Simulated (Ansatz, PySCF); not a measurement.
F3GeHSe, SMILES [F][Ge]([SeH])([F])[F].

Geometry: B3LYP-D3(BJ)/def2-SVP. The structure was generated by enumeration, and PubChem lists no compound with its InChIKey, so it may never have been made. The values are those of a single conformer.

Vertical ionisation energy (IE) and electron affinity (EA) in eV. Rows of orbital energies are one-electron estimates. Where ΔSCF, EOM or ADC give a negative EA the extra electron is unbound and the value depends on the basis.

| level | IE | EA |
|---|---|---|
| −ε(HOMO), −ε(LUMO), CAM-B3LYP/def2-TZVP (PySCF) | 9.71 | 0.90 |
| −ε(HOMO), −ε(LUMO), PBE/def2-TZVP (PySCF) | ___ | ___ |
| ΔSCF, PBE0/def2-SVPD (Ansatz), final states of multiplicity 2 and 2 | 10.79 | 0.34 |
| ΔSCF, PBE/def2-SVPD (Ansatz), final states of multiplicity 2 and 2 | 10.64 | 0.50 |

### Question
Complete the blanks. (Estimate from the structure and the level; the computed values follow.)

### Answer

- −ε(HOMO), −ε(LUMO), PBE/def2-TZVP (PySCF), IE: 7.12
- −ε(HOMO), −ε(LUMO), PBE/def2-TZVP (PySCF), EA: 2.86

### Question
What vertical singlet–triplet gap does ΔSCF give with PBE0/def2-SVPD (Ansatz, a quantum-chemistry and plane-wave program) and with PBE/def2-SVPD (Ansatz)? (The exact figures need the calculation; the answer reports its results.)

### Answer
4.49 and 4.35 eV (triplet above singlet where positive).
